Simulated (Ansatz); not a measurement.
Mulliken charges of GeH$_{2}$S$_{2}$ (`[SH][Ge][SH]`) from ωB97M-V/def2-TZVPP in Ansatz (PBE0-D4/def2-TZVP geometry).

```csv
atom,x (Å),y (Å),z (Å),charge (e)
S1,-1.586,-0.528,-0.566,-0.284
Ge2,-0.668,1.427,0.044,0.337
S3,1.439,0.853,0.562,-0.284
H4,-0.541,-1.357,-0.403,0.115
H5,1.405,-0.468,0.321,0.115
```

**Question.** By hand: the dipole of these point charges (1 e Å = 4.8032 D).

**Answer.** Σ q r = (-0.084, 0.179, 0.007) e Å, of length 0.198 e Å = 0.95 D.

**Question.** How does the dipole of the full density compare? (Estimate.)

**Answer.** Computed: (0.031, -0.065, -0.002) e Å, 0.35 D; the point charges give 2.71 times that, at 179° from its direction, so they point the opposite way.

Point charges leave out the atoms' own dipoles, such as those of lone pairs, and Mulliken's split depends on the basis, so the two needn't agree.
